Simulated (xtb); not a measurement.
C4H7O (SMILES C[CH]C(C)=O), doublet, at a GFN2-xTB geometry. Base run: GFN2-xTB in xtb.

xtb was given this input:
```
$ xtb mol.xyz --gfn 2 --uhf 1 --json

# file mol.xyz
12

C     -1.98606156     0.38777513    -0.02319402
C     -0.63409118     0.43769205     0.54985105
C      0.48260492    -0.15837745    -0.10825148
C      1.81371040    -0.02607270     0.60358398
O      0.37954257    -0.74434792    -1.18547737
H     -1.96593829    -0.14902495    -0.96898695
H     -2.37617628     1.39690193    -0.18006052
H     -2.67898810    -0.10345583     0.66504900
H     -0.48396581     0.93925237     1.49408330
H      1.75744172    -0.48877297     1.58687357
H      2.59133250    -0.51130391     0.02076336
H      2.06297815     1.02508457     0.73416001
```

Variants of this job, named by their change:

| change | ΔE vs base (kcal/mol) | dipole (D) | G_solv (kcal/mol) | SCF cycles |
|---|---|---|---|---|
| base | 0.000 | 3.76 | - | 11 |
| etemp = 1000 | -0.048 | 3.73 | - | 11 |
| gbsa = water | -4.96 | 4.64 | -6.52 | 10 |
| alpb = dmf | -7.37 | 4.27 | -7.93 | 11 |
| etemp = 5000 | -6.16 | 3.30 | - | 11 |
| acc = 0.1 | 0.000 | 3.76 | - | 12 |
| alpb = thf | -7.49 | 4.41 | -8.40 | 10 |

ALPB and GBSA are two models with their own fitted parameters for each solvent, which aren't always the measured dielectric constant.
